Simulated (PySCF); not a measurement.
Vertical excitations of a molecule C₃H₆FNSi from TDA-PBE/def2-SVPD run with PySCF, as energy in eV (oscillator strength): 4.63 (0.007), 5.14 (0.005), 5.27 (0.026), 5.80 (0.046), 5.92 (0.126), 5.96 (0.003), 6.41 (0.123), 6.70 (0.014), 6.77 (0.001), 6.80 (0.011). Lowest triplet (TDA): 4.18 eV. Geometry optimised at B3LYP-D3(BJ)/def2-SVP. Other conformers were not sampled.

**Question.** Identify the compound among the candidates.
A. C#CCN[SiH2]F
B. FC1=CCN1[SiH3]
C. CN1C=C(F)[SiH2]1
D. C#C[C@H](F)[SiH2]N

**Answer.** B, FC1=CCN1[SiH3]
